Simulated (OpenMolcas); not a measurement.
## In: the spin-orbit constant, thermal populations, worked from levels

```
Program             : OpenMolcas 26.06
Basis               : ANO-R3 [8s7p5d3f2g1h]
Scalar Hamiltonian  : X2C, finite nucleus
Active space        : 1 electron in 9 orbitals (RAS2 5p; RAS3 5d 6s, at most 1 electron)
State averaging     : 2S+1 = 2 odd, 3 roots; 2S+1 = 2 even, 1 root
Spin-orbit coupling : state interaction with AMFI integrals over the reference wave functions, term energies averaged over their components
```

Methods: RASSCF; SS-RASPT2, IPEA 0.25 Eh, imaginary shift 0.1 Eh (closed shells correlated: 4d 5s). Measured levels: NIST Handbook of Basic Atomic Spectroscopic Data.

**The spin-orbit constant.** For the Hund term 2P* of p1, E(J) = (A/2) J(J+1) + constant and ζ = 2S·A = A. From J = 1/2 to J = 3/2 the energy changes by 1.5 A.

```tsv
Source	E(3/2) - E(1/2)	A	ζ
RASSCF	1887.0	1258.0	1258
SS-RASPT2	1887.0	1258.0	1258
measured	2212.6	1475.1	1475
```

All in cm-1. SS-RASPT2 is off by -14.7 % and RASSCF by -14.7 %. Both methods take the spin-orbit matrix elements from the reference wave functions, so the second can move ζ only through the term energies and any multistate remixing.

**Thermal populations.** Z = Σ (2J + 1) exp(-E/kT) with k = 0.695035 cm-1/K, over the levels below. No other level of either list lies under 31800 cm-1, which is above 7 kT at each temperature.

```json
{"Level": "5s2 5p 2P* 1/2", "2J + 1": "2", "SS-RASPT2": "0.0", "measured": "0.0"}
{"Level": "5s2 5p 2P* 3/2", "2J + 1": "4", "SS-RASPT2": "1887", "measured": "2213"}
{"Level": "5s2 6s 2S 1/2", "2J + 1": "2", "SS-RASPT2": "24152", "measured": "24373"}
```

```
T (K)  Z, SS-RASPT2  Z, measured levels  Ground level (%), SS-RASPT2  Ground level (%), measured levels
 2000         3.029               2.814                         66.0                               71.1
 3000         3.618               3.384                         55.3                               59.1
 5000         4.326               4.118                         46.2                               48.6
```

At 5000 K, kT = 3475 cm-1, and the computed levels give Z = 2.000 + 2.324 + 0.002 = 4.326.

ANO sets are built for valence states and can reach diffuse excited orbitals poorly, and with the s shell closed the s pⁿ⁺¹ terms that mix with these levels are absent. No level of 5s2 5d was computed, though it lies in the active space. With one active electron the reference holds no correlation, so core polarisation is missing (holds for RASSCF). With one active electron, CASPT2 adds the correlation within the correlated inactive shells and between them and that electron, and leaves the splitting within a term as the reference gives it (holds for SS-RASPT2). Computed and measured levels are paired by configuration, term and J; levels that our copy of the source lacks, or whose pairing is in doubt (as where it misses far off the trend of its configuration), stay unpaired and out of the deviations. Levels of configurations outside the active space are missing.

* marks odd parity.
